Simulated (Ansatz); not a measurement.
Mulliken charges of `F[C]1=[CH][GeH2]1` from B3LYP/def2-TZVPP in Ansatz (PBE0-D4/def2-TZVP geometry).

```json
{"atom": "F1", "x (Å)": "-0.615", "y (Å)": "-2.157", "z (Å)": "0.559", "charge (e)": "-0.176"}
{"atom": "C2", "x (Å)": "-0.191", "y (Å)": "-0.946", "z (Å)": "0.244", "charge (e)": "0.175"}
{"atom": "C3", "x (Å)": "0.983", "y (Å)": "-0.363", "z (Å)": "0.140", "charge (e)": "-0.193"}
{"atom": "Ge4", "x (Å)": "-0.464", "y (Å)": "0.856", "z (Å)": "-0.270", "charge (e)": "0.053"}
{"atom": "H5", "x (Å)": "2.034", "y (Å)": "-0.591", "z (Å)": "0.255", "charge (e)": "0.132"}
{"atom": "H6", "x (Å)": "-0.904", "y (Å)": "1.911", "z (Å)": "0.751", "charge (e)": "0.004"}
{"atom": "H7", "x (Å)": "-0.781", "y (Å)": "1.223", "z (Å)": "-1.725", "charge (e)": "0.004"}
```

Task: By hand: the dipole of these point charges (1 e Å = 4.8032 D).

Result: Σ q r = (0.122, 0.264, -0.067) e Å, of length 0.298 e Å = 1.43 D.

Task: How does the dipole of the full density compare? (Estimate.)

Result: Computed: (0.086, 0.297, -0.078) e Å, 1.53 D; the point charges give 0.93 times that, at 8° from its direction.

Point charges leave out the atoms' own dipoles, such as those of lone pairs, and Mulliken's split depends on the basis, so the close match here is no proof of good charges.

B3LYP here is the variant with VWN-RPA as its local correlation; programs differ in this.
